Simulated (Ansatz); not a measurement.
`[BH2][AlH][AlH][CH3]` + `[SH][GeH3]` → `[CH3][AlH][S][GeH3]` + `[BH2][AlH2]`  (cleavage of the Al–Al bond)

Gas-phase electronic energies from Ansatz, PBE0-D4/def2-TZVP geometries. CCSD(T)/CBS is the MP2 limit (def2-TZVPP, def2-QZVPP) plus CCSD(T) − MP2 in def2-TZVPP, frozen cores. This one scheme is used for every species. DFT in def2-TZVPP. For Ge outer-core shells are correlated without core-valence functions, which leaves a few kJ/mol of doubt a bond. Scalar relativity is left out up to krypton. One conformer a species, not always the lowest.

```tsv
level	ΔE (kJ/mol)	difference from CCSD(T)/CBS
BLYP-D4	-118.0	7.5
B97M-V	-130.9	-5.4
r2SCANh	-120.6	4.9
r2SCAN0	-122.3	3.2
LC-ωPBE	-118.6	6.9
RPA@PBE/def2-TZVPP	-117.8	7.7
MP2/def2-SVP	-138.2	-12.7
HF/def2-TZVPP	-127.0	-1.5
MP2/def2-QZVPP	-138.8	-13.3
CCSD/CBS(def2)	-124.8	0.7
CCSD(T)/CBS	-125.5	0
```

Largest T1 diagnostic among the species: 0.013.

From BLYP to BHLYP (50 % exact exchange), in def2-TZVPP and without D4, ΔE moves by −15.9 kJ/mol. Leaving LDA and LC-ωPBE aside and taking each functional with its dispersion term where it has one, the values, not all of them listed here, spread over 27.2 kJ/mol, from ωB97M-V to PBE-D4. LDA lies −5.1 kJ/mol from PBE without D4.
